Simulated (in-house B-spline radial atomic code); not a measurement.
Ionisation energies with and without relativity, with size and susceptibility from the Dirac run. Dirac energy differences include first-order Breit, QED and recoil terms. NIST's values go from ground level to ground level; the uncertainty of those that are theory runs from under 0.1 % in few-electron ions to several per cent in heavy many-electron ones. Computed with an all-electron radial atomic-structure program (B-spline basis): non-relativistic Hartree-Fock and Dirac-Hartree-Fock, averages of the configuration (point nuclei without relativity, finite nuclei with it).

| ion | configuration | configuration after | ionisation non-relativistic (eV) | ionisation Dirac Breit and QED (eV) | tabulated value (eV) | tabulated kind | radius at density 0.001 (bohr) | diamagnetic susceptibility (10⁻⁶ cm³/mol) |
| --- | --- | --- | --- | --- | --- | --- | --- | --- |
| Br+ | [Ar] 3d10 4s2 4p4 | [Ar] 3d10 4s2 4p3 | 21.797 | 21.797 | 21.591 | measured | 3.828 | -25.048 |
| Kr+ | [Ar] 3d10 4s2 4p5 | [Ar] 3d10 4s2 4p4 | 24.140 | 24.147 | 24.35984 | measured | 3.73 | -25.059 |
| Rb+ | [Ar] 3d10 4s2 4p6 | [Ar] 3d10 4s2 4p5 | 26.556 | 26.570 | 27.28954 | measured | 3.629 | -24.897 |
| Sr+ | [Kr] 5s1 | [Ar] 3d10 4s2 4p6 | 10.288 | 10.438 | 11.03028 | measured | 4.523 | -35.65 |
| Zr+ | [Kr] 4d2 5s1 | [Kr] 4d2 | 11.647 | 11.918 | 13.13 | measured | 4.513 | -36.404 |
| Nb+ | [Kr] 4d4 | [Kr] 4d3 | 12.693 | 12.461 | 14.32 | semi-empirical | 4.041 | -31.154 |
| Mo+ | [Kr] 4d5 | [Kr] 4d4 | 13.963 | 13.706 | 16.16 | semi-empirical | 3.949 | -30.593 |
| Tc+ | [Kr] 4d5 5s1 | [Kr] 4d5 | 13.076 | 13.508 | 15.26 | semi-empirical | 4.252 | -34.398 |
| Ru+ | [Kr] 4d7 | [Kr] 4d6 | 16.487 | 16.173 | 16.76 | semi-empirical | 3.762 | -29.274 |
| Rh+ | [Kr] 4d8 | [Kr] 4d7 | 17.752 | 17.407 | 18.08 | semi-empirical | 3.673 | -28.589 |
| Pd+ | [Kr] 4d9 | [Kr] 4d8 | 19.025 | 18.647 | 19.43 | semi-empirical | 3.589 | -27.908 |
| Ag+ | [Kr] 4d10 | [Kr] 4d9 | 20.307 | 19.895 | 21.4844 | measured | 3.509 | -27.24 |
